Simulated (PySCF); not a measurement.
SMILES [CH3][Ge]([CH3])([CH3])[SiH2]F (GFN2-xTB optimised geometry):

```
17

Si    -1.226    -1.919     1.822
F     -1.151    -0.966     3.123
Ge    -0.352    -0.714     0.000
C     -0.937    -1.524    -1.719
C     -0.949     1.185     0.000
C      1.638    -0.714     0.000
H     -2.644    -2.248     1.735
H     -0.455    -3.090     2.227
H     -0.599    -2.553    -1.803
H     -0.530    -0.970    -2.561
H     -2.020    -1.519    -1.810
H     -0.510     1.726    -0.834
H     -0.653     1.684     0.919
H     -2.030     1.254    -0.085
H      2.030    -1.726    -0.058
H      2.022    -0.157    -0.851
H      2.029    -0.256     0.905
```

Method: B3LYP/def2-SVP (PySCF).

Task: What are the frontier orbital energies and the dipole moment?

Result: HOMO-2 -8.14 eV, HOMO-1 -8.09 eV, HOMO -7.49 eV, LUMO -0.33 eV, LUMO+1 0.67 eV; dipole moment 1.94 D.

On the same geometry PBE/def2-SVP (PySCF 2.14.0) gives HOMO-2 -7.12 eV, HOMO-1 -7.07 eV, HOMO -6.47 eV, LUMO -0.98 eV, LUMO+1 0.05 eV; dipole moment 1.87 D.

Meta-Löwdin charges at B3LYP/def2-SVP: Si1 0.71, F2 -0.49, Ge3 0.54, C4 -0.49, C5 -0.48, C6 -0.49, H7 -0.12, H8 -0.12, H9 0.10, H10 0.10, H11 0.10, H12 0.10, H13 0.11, H14 0.10, H15 0.10, H16 0.10, H17 0.11.
